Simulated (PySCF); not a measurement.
**Working out the ionisation energy of P⁺**

P⁺ [Ne] 3s2 3p2 (3P) → P²⁺ [Ne] 3s2 3p1 (2P). All numbers are calculated (PySCF 2.14, the non-relativistic Hamiltonian (point nucleus), in def2-TZVP). Frozen: [Ne]. Energies in hartree (1 hartree = 27.21139 eV):

```tsv
part	P⁺ (lower)	P²⁺ (upper)
UHF	-340.345663	-339.641401
CCSD correlation	-0.081322	-0.063983
(T)	-0.002251	-0.001001
```

What does Hartree-Fock give?

(-339.641401) − (-340.345663) = 0.704262 hartree = 19.164 eV.

What do CCSD and CCSD(T) give?

The CCSD correlation energies differ by 0.017339 hartree = 0.472 eV and the triples by 0.001250 hartree = 0.034 eV, so CCSD gives 19.636 eV and CCSD(T) 19.670 eV.

Reference: 19.769 eV (semi-empirical (NIST evaluation); NIST Atomic Spectra Database, ionization energies), between the lowest levels; spin-orbit coupling is absent from the calculation.

What remains against the reference includes basis incompleteness, the frozen core and higher excitations.
